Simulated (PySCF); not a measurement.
C2H6N2OSi, SMILES CN[SiH2]N=C=O.

Coordinates come from a PBE-D3(BJ)/def2-SVP optimisation. This is a generated structure with no PubChem entry under its InChIKey; it may be hypothetical. One conformer was computed; it need not be the lowest.

All values below come from PBE-D3(BJ)/def2-SVP (PySCF 2.14.0).

Frequencies are harmonic and unscaled.

```json
[
 {"mode": "1", "ν (cm⁻¹)": "34", "IR (km/mol)": "0.2", "moving atoms (share of kinetic energy)": "O 33 %, C 28 %, N 21 %, H 12 %"},
 {"mode": "2", "ν (cm⁻¹)": "48", "IR (km/mol)": "0.4", "moving atoms (share of kinetic energy)": "N 60 %, O 22 %, H 16 %"},
 {"mode": "3", "ν (cm⁻¹)": "98", "IR (km/mol)": "2.0", "moving atoms (share of kinetic energy)": "N 51 %, H 21 %, C 21 %"},
 {"mode": "4", "ν (cm⁻¹)": "139", "IR (km/mol)": "2.2", "moving atoms (share of kinetic energy)": "H 91 %"},
 {"mode": "5", "ν (cm⁻¹)": "234", "IR (km/mol)": "1.9", "moving atoms (share of kinetic energy)": "H 42 %, N 31 %, C 21 %"},
 {"mode": "6", "ν (cm⁻¹)": "308", "IR (km/mol)": "12.4", "moving atoms (share of kinetic energy)": "N 58 %, Si 18 %, H 15 %"},
 {"mode": "7", "ν (cm⁻¹)": "446", "IR (km/mol)": "81.8", "moving atoms (share of kinetic energy)": "H 83 %, N 13 %"},
 {"mode": "8", "ν (cm⁻¹)": "556", "IR (km/mol)": "113.8", "moving atoms (share of kinetic energy)": "Si 47 %, O 23 %, C 13 %, H 9 %, N 8 %"},
 {"mode": "9", "ν (cm⁻¹)": "576", "IR (km/mol)": "18.1", "moving atoms (share of kinetic energy)": "C 73 %, O 16 %, N 11 %"},
 {"mode": "10", "ν (cm⁻¹)": "583", "IR (km/mol)": "21.3", "moving atoms (share of kinetic energy)": "C 71 %, O 15 %, N 12 %"},
 {"mode": "11", "ν (cm⁻¹)": "620", "IR (km/mol)": "64.7", "moving atoms (share of kinetic energy)": "H 59 %, Si 27 %"},
 {"mode": "12", "ν (cm⁻¹)": "756", "IR (km/mol)": "19.0", "moving atoms (share of kinetic energy)": "H 56 %, N 19 %, Si 16 %, C 8 %"},
 {"mode": "13", "ν (cm⁻¹)": "798", "IR (km/mol)": "24.9", "moving atoms (share of kinetic energy)": "H 72 %, N 18 %"},
 {"mode": "14", "ν (cm⁻¹)": "884", "IR (km/mol)": "109.1", "moving atoms (share of kinetic energy)": "H 91 %, Si 8 %"},
 {"mode": "15", "ν (cm⁻¹)": "891", "IR (km/mol)": "352.2", "moving atoms (share of kinetic energy)": "H 85 %, Si 13 %"},
 {"mode": "16", "ν (cm⁻¹)": "1066", "IR (km/mol)": "8.2", "moving atoms (share of kinetic energy)": "H 81 %, C 12 %"},
 {"mode": "17", "ν (cm⁻¹)": "1101", "IR (km/mol)": "0.4", "moving atoms (share of kinetic energy)": "H 76 %, C 19 %"},
 {"mode": "18", "ν (cm⁻¹)": "1136", "IR (km/mol)": "95.1", "moving atoms (share of kinetic energy)": "N 44 %, C 34 %, H 20 %"},
 {"mode": "19", "ν (cm⁻¹)": "1352", "IR (km/mol)": "41.0", "moving atoms (share of kinetic energy)": "H 67 %, N 23 %, C 10 %"},
 {"mode": "20", "ν (cm⁻¹)": "1399", "IR (km/mol)": "9.9", "moving atoms (share of kinetic energy)": "H 87 %, C 12 %"},
 {"mode": "21", "ν (cm⁻¹)": "1414", "IR (km/mol)": "10.2", "moving atoms (share of kinetic energy)": "H 95 %"},
 {"mode": "22", "ν (cm⁻¹)": "1448", "IR (km/mol)": "5.9", "moving atoms (share of kinetic energy)": "H 94 %"},
 {"mode": "23", "ν (cm⁻¹)": "1464", "IR (km/mol)": "26.2", "moving atoms (share of kinetic energy)": "N 55 %, O 40 %"},
 {"mode": "24", "ν (cm⁻¹)": "2190", "IR (km/mol)": "116.5", "moving atoms (share of kinetic energy)": "H 97 %"},
 {"mode": "25", "ν (cm⁻¹)": "2200", "IR (km/mol)": "127.3", "moving atoms (share of kinetic energy)": "H 96 %"},
 {"mode": "26", "ν (cm⁻¹)": "2400", "IR (km/mol)": "1215.9", "moving atoms (share of kinetic energy)": "C 69 %, N 19 %, O 11 %"},
 {"mode": "27", "ν (cm⁻¹)": "2920", "IR (km/mol)": "78.9", "moving atoms (share of kinetic energy)": "H 96 %"},
 {"mode": "28", "ν (cm⁻¹)": "2996", "IR (km/mol)": "32.7", "moving atoms (share of kinetic energy)": "H 91 %, C 9 %"},
 {"mode": "29", "ν (cm⁻¹)": "3042", "IR (km/mol)": "16.6", "moving atoms (share of kinetic energy)": "H 91 %, C 9 %"},
 {"mode": "30", "ν (cm⁻¹)": "3512", "IR (km/mol)": "20.7", "moving atoms (share of kinetic energy)": "H 93 %"}
]
```
